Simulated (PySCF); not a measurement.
From one molecule to another.

First species: o-anisidine, C₇H₉NO.
SMILES: `COC1=CC=CC=C1N`

Second species: C6H15OP.
SMILES: `CCP(=O)(CC)CC`

Levels: CAM-B3LYP/def2-SVPD for dipole moment, HOMO energy, LUMO energy, HOMO–LUMO gap, static isotropic polarisability and electronic spatial extent ⟨r²⟩ about the centre of nuclear charge; TDDFT CAM-B3LYP/def2-SVPD for lowest singlet excitation; PBE0-D3(BJ)/def2-SVP for rotational constant A and rotational constant C. Geometries: PBE0-D3(BJ)/def2-SVP. Each species is one conformer at its optimised geometry, gas phase, non-relativistic unless stated. Electronic properties by PySCF.

The conformers computed, where there is a choice (atom-mapped SMILES and torsion angles):
- `[CH3:1][O:2][c:3]1[cH:4][cH:5][cH:6][cH:7][c:8]1[NH2:9]`: C1–O2–C3–C4 0°, H–N9–C8–C7 163°, H–N9–C8–C7 25°
- `[CH3:1][CH2:2][P:3](=[O:4])([CH2:5][CH3:6])[CH2:7][CH3:8]`: C1–C2–P3–O4 -54°, C2–P3–C5–C6 179°, C2–P3–C7–C8 57°

Values for the first species:

| Quantity | Value |
| --- | --- |
| Dipole moment | 1.54 D |
| HOMO energy | -6.79 eV |
| LUMO energy | 1.17 eV |
| HOMO–LUMO gap | 7.96 eV |
| Lowest singlet excitation | 4.86 eV |
| Static isotropic polarisability | 96.7 au |
| Electronic spatial extent ⟨r²⟩ about the centre of nuclear charge | 1189 bohr² |
| Rotational constant A | 2.590 GHz |
| Rotational constant C | 0.982 GHz |

Question: Estimate the same properties for the second species, and the change in each.

Answer: 
```tsv
property	first	second	second less first
dipole moment	1.54 D	4.49 D	+2.95 D
HOMO energy	-6.79 eV	-8.66 eV	-1.87 eV
LUMO energy	1.17 eV	0.98 eV	-0.19 eV
HOMO–LUMO gap	7.96 eV	9.64 eV	+1.68 eV
lowest singlet excitation	4.86 eV	7.15 eV	+2.29 eV
static isotropic polarisability	96.7 au	99.1 au	+2.4 au
electronic spatial extent ⟨r²⟩ about the centre of nuclear charge	1189 bohr²	1348 bohr²	+159 bohr²
rotational constant A	2.590 GHz	1.995 GHz	-0.595 GHz
rotational constant C	0.982 GHz	1.051 GHz	+0.069 GHz
```

On the first: S1 lies 3.10 eV below the HOMO–LUMO gap; its leading configuration is HOMO→LUMO, weight 0.79. No computed singlet falls in the visible range (750 to 380 nm, 1.65 to 3.26 eV); S1 lies 1.60 eV above its blue end.

On the second: The 10 singlets span 7.15 to 8.32 eV, and their oscillator strengths add up to 0.11. The principal polarisabilities are 90.3, 98.0 and 108.9 au; their mean is the isotropic value.
